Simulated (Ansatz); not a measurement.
CH2BNO2 can be A, `OB1N=CO1`, or B, `O=C1NB1O`.

Program: Ansatz. Geometries: PBE0-D4/def2-TZVP. ΔE: electronic, gas phase. CCSD(T)/CBS is the MP2 limit (def2-TZVPP, def2-QZVPP) plus CCSD(T) − MP2 in def2-TZVPP, frozen cores. Functionals use def2-TZVPP. B3LYP here is the variant with VWN-RPA as its local correlation; programs differ in this. One conformer a species, not always the lowest.

A:

```xyz
7

O     0.2447   -0.8634   -1.5979
B     0.0656   -0.2054   -0.4592
N    -0.0359   -0.5252    0.9972
C    -0.1762    0.7426    1.0095
O    -0.1053    1.2104   -0.2956
H     0.3372   -1.8127   -1.4752
H    -0.3302    1.4535    1.8212
```

B:

```xyz
7

O    -2.2333   -0.6701    0.5400
C    -1.1198   -0.3813    0.2311
N    -0.1786    0.5947    0.6124
B     0.2689   -0.2857   -0.3866
O     1.2992   -0.5968   -1.1803
H    -0.1075    1.3717    1.2584
H     2.0711   -0.0324   -1.0750
```

Q: Which is lower in electronic energy at CCSD(T)/CBS, and by how much? (Best estimate.)

A: The calculation gave: A, by 18.5 kcal/mol.

Q: Give E(B) − E(A) in kcal/mol with PBE-D4, r2SCAN-D4, PBE0-D4, BLYP-D4, HF/def2-TZVPP, ωB97M-V, B3LYP-D4. (An estimate is asked.)

A: Ansatz gave: PBE-D4 11.6, r2SCAN-D4 14.4, PBE0-D4 14.6, BLYP-D4 11.5, HF/def2-TZVPP 21.8, ωB97M-V 17.4, B3LYP-D4 13.9. None reverses the order clearly.

Q: Does the order hold for the free energy at 298.15 K (harmonic terms from PBE0-D4)? (Best estimate.)

A: Computed: Yes: G(B) − G(A) = +17.7 kcal/mol, for one conformer each.

Largest T1 diagnostic: 0.016.

At CCSD(T), def2-SVP lies −1.6 kcal/mol from the extrapolated value and def2-TZVPP +0.4 kcal/mol. From r2SCAN to r2SCAN0 (25 % exact exchange), in def2-TZVPP and without D4, E(B) − E(A) moves by +1.9 kcal/mol.
